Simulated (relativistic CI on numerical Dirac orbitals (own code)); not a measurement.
**Pd⁴⁺ (4d6) in a crystal field**

Calculated by Dirac-Coulomb-Breit CI, KLI orbitals optimised for each configuration, model QED, valence Slater integrals scaled by 0.9, one configuration in a parametric crystal field (own radial code). With so little scaling, terms lie 10 to 35 % too far apart, which can change the order of excited levels.

Field parameters in Wybourne normalisation: D3d B²₀ = −7Dσ, B⁴₀ = −14Dq − 21Dτ, B⁴₃ = −14√(10/7) Dq. The field is a parameter set, without covalency.

S and J are read from ⟨S²⟩ = S(S + 1) and ⟨J²⟩ = J(J + 1) of each level; they are not fictitious spins.

D3d, 10Dq = 34300, Dσ = -1200, Dτ = 130 cm⁻¹, the lowest 16 levels:

```csv
E (cm⁻¹),Degeneracy,Irrep,S,J
0.0,1,A1,0.05,4.54
23217,2,E,1.02,4.08
23444,2,E,1.03,4.02
23708,1,A1,1.02,3.98
24038,1,A2,1.05,3.88
25040,2,E,1.04,4.01
25754,1,A1,1.05,3.81
29454,2,E,0.92,4.14
29770,1,A2,0.97,4.08
30413,2,E,1.04,3.94
31372,2,E,1.08,3.91
31605,1,A1,1.08,3.81
32253,1,A2,1.00,3.95
32861,2,E,0.36,5.03
33981,1,A2,0.42,4.96
35382,2,E,1.93,3.79
```

D3d, 10Dq = 34300, Dσ = -980, Dτ = 130 cm⁻¹, the lowest 10 levels:

```tsv
E (cm⁻¹)	Degeneracy	Irrep	S	J
0.0	1	A1	0.05	4.54
23278	2	E	1.02	4.09
23506	2	E	1.03	4.03
23726	1	A1	1.02	4.00
24192	1	A2	1.05	3.89
24869	2	E	1.04	3.99
25665	1	A1	1.05	3.79
29469	2	E	0.93	4.13
29638	1	A2	0.97	4.09
30363	2	E	1.04	3.94
```

D3d, 10Dq = 34300, Dσ = -760, Dτ = 130 cm⁻¹, the lowest 16 levels:

| E (cm⁻¹) | Degeneracy | Irrep | S | J |
| --- | --- | --- | --- | --- |
| 0.0 | 1 | A1 | 0.05 | 4.54 |
| 23327 | 2 | E | 1.02 | 4.11 |
| 23544 | 2 | E | 1.03 | 4.04 |
| 23709 | 1 | A1 | 1.02 | 4.01 |
| 24336 | 1 | A2 | 1.05 | 3.89 |
| 24720 | 2 | E | 1.04 | 3.96 |
| 25603 | 1 | A1 | 1.05 | 3.77 |
| 29490 | 2 | E | 0.94 | 4.12 |
| 29511 | 1 | A2 | 0.96 | 4.10 |
| 30325 | 2 | E | 1.04 | 3.94 |
| 31299 | 2 | E | 1.07 | 3.90 |
| 31497 | 1 | A1 | 1.08 | 3.84 |
| 32169 | 1 | A2 | 1.00 | 3.96 |
| 33036 | 2 | E | 0.34 | 5.05 |
| 33573 | 1 | A2 | 0.36 | 5.00 |
| 35619 | 2 | E | 1.94 | 3.79 |

D3d, 10Dq = 34300, Dσ = -550, Dτ = 130 cm⁻¹, the lowest 10 levels:

```csv
E (cm⁻¹),Degeneracy,Irrep,S,J
0.0,1,A1,0.05,4.54
23359,2,E,1.02,4.14
23558,2,E,1.02,4.03
23662,1,A1,1.02,4.01
24463,1,A2,1.05,3.90
24601,2,E,1.04,3.95
25568,1,A1,1.05,3.76
29396,1,A2,0.95,4.11
29514,2,E,0.94,4.11
30302,2,E,1.04,3.95
```

D3d, 10Dq = 34300, Dσ = -330, Dτ = 130 cm⁻¹, the lowest 10 levels:

| E (cm⁻¹) | Degeneracy | Irrep | S | J |
| --- | --- | --- | --- | --- |
| 0.0 | 1 | A1 | 0.05 | 4.55 |
| 23369 | 2 | E | 1.02 | 4.16 |
| 23553 | 2 | E | 1.02 | 4.02 |
| 23586 | 1 | A1 | 1.02 | 4.01 |
| 24507 | 2 | E | 1.04 | 3.93 |
| 24586 | 1 | A2 | 1.04 | 3.90 |
| 25551 | 1 | A1 | 1.05 | 3.76 |
| 29283 | 1 | A2 | 0.94 | 4.12 |
| 29539 | 2 | E | 0.95 | 4.10 |
| 30294 | 2 | E | 1.04 | 3.95 |

The free-ion ground term has S = 2. The field overcomes the spin-pairing energy for D3d, 10Dq = 34300, Dσ = -1200, Dτ = 130 cm⁻¹; D3d, 10Dq = 34300, Dσ = -980, Dτ = 130 cm⁻¹; D3d, 10Dq = 34300, Dσ = -760, Dτ = 130 cm⁻¹; D3d, 10Dq = 34300, Dσ = -550, Dτ = 130 cm⁻¹; D3d, 10Dq = 34300, Dσ = -330, Dτ = 130 cm⁻¹, where the ground state has lower spin; these fields are assumed values.

Levels of this model without a field, named by their leading LS term: 5D_4 0, 5D_3 2008, 5D_2 3090, 5D_1 3831, 5D_0 4178, 3H_4 19824, 3H_6 19906, 3H_5 20392 cm⁻¹.
